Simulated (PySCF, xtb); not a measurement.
Nb(NH)(F)2(NH2) (F2H3N2Nb), SMILES [NH]=[Nb]([NH2])([F])[F], multiplicity 1. Other conformers were not sampled.

Harmonic wavenumbers (cm⁻¹) from GFN2-xTB (xtb) at its own minimum, in rising order: 132, 141, 162, 172, 207, 339, 401, 426, 527, 555, 589, 607, 622, 916, 1457, 3244, 3324, 3333.

Q: What does PySCF 2.14.0 with PBE-D3(BJ)/def2-SVP give at its own minimum? (An estimate is asked for; the answer gives what the named calculation found.)

A: 163, 170, 189, 209, 236, 411, 462, 501, 552, 606, 656, 681, 713, 991, 1458, 3448, 3552, 3563. Paired by order, the mean absolute difference is 78 cm⁻¹ and the zero-point energies are 24.5 and 26.5 kcal/mol.
